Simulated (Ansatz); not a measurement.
A series at Hf: from `[OH][Hf]([OH])([OH])[SeH]`, ligands are replaced one by one, each step taking up H–F and setting free H₂O; n counts the steps. Ansatz, PBE0-D4/def2-TZVP geometries. Each molecule was computed in one conformer, which needn't be the lowest.

| n | molecule | zero-point energy, PBE0-D4/def2-TZVP (kJ/mol) |
| --- | --- | --- |
| 0 | `[OH][Hf]([OH])([OH])[SeH]` | 116.4 |
| 1 | `[OH][Hf]([OH])([F])[SeH]` | 89.8 |
| 2 | `[OH][Hf]([F])([F])[SeH]` | 62.4 |
| 3 | `[F][Hf]([F])([F])[SeH]` | ? |

Task: By hand: fit a straight line y = ȳ + b (n − n̄) to the 3 given rows and predict n = 3.

Result: n̄ = 1.000, ȳ = 89.53; Σ(n − n̄)(y − ȳ) = -54.00, Σ(n − n̄)² = 2.000, so b = -27.00 kJ/mol a step. Prediction: 89.53 + (-27.00) × (2.000) = 35.5 kJ/mol.

Task: By hand: compare with the computed value, 35.0 kJ/mol, and give the steps along the whole series.

Result: The line misses by -0.5 kJ/mol (computed minus predicted). Steps: -26.6, -27.4, -27.4 kJ/mol.

The steps differ by at most 0.8 kJ/mol, 2.9 % of a mean step, so the ligands' effects nearly add and a line is close. The miss is 0.6 % of the series' range.
